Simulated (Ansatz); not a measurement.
Computed with Ansatz on PBE0-D4/def2-TZVP structures; ΔE is electronic, products minus reactants. CCSD(T)/CBS adds triple-zeta CCSD(T) − MP2 to the extrapolated MP2 energy (def2 sets, frozen cores). This one scheme is used for every species. DFT in def2-TZVPP.

Consider the hydrogenolysis of a B–Si bond: `[SiH3]B1CO1` + H₂ → `B1CO1` + SiH₄.

Problem. Is it downhill or uphill in electronic energy at CCSD(T)/CBS, and by how much? (Best estimate.)

Solution. Ansatz gave: Downhill: ΔE = -26.0 kJ/mol.

Problem. What do these levels give: PBE, BHLYP, CCSD/def2-SVP, MP2/def2-TZVPP, CCSD/def2-TZVPP, MP2/CBS(def2)? (An estimate is asked.)

Solution. Ansatz gave: PBE -19.9, BHLYP -41.1, CCSD/def2-SVP -37.6, MP2/def2-TZVPP -27.4, CCSD/def2-TZVPP -32.4, MP2/CBS(def2) -25.9 kJ/mol.

Problem. What do rigid-rotor, harmonic-oscillator terms from PBE0-D4/def2-TZVP frequencies (298.15 K, 1 bar) make of the CCSD(T)/CBS value? (An estimate is asked.)

Solution. Ansatz gave: ΔZPE = +11.8 kJ/mol, ΔH = -18.9 kJ/mol, ΔS = 8 J/(mol·K), ΔG = -21.2 kJ/mol.

Largest T1 diagnostic among the species: 0.016.

At CCSD(T), def2-SVP lies −7.8 kJ/mol from the extrapolated value and def2-TZVPP −1.5 kJ/mol. From PBE to PBE0 (25 % exact exchange), in def2-TZVPP and without D4, ΔE moves by −5.6 kJ/mol. The D4 term adds +6.8 kJ/mol with B3LYP and +3.8 kJ/mol with PBE0; it sums over pairs of atoms, weighted by their polarisabilities, and B3LYP, whose exchange is more repulsive, gets the larger term.

B3LYP here is the variant with VWN-RPA as its local correlation; programs differ in this.
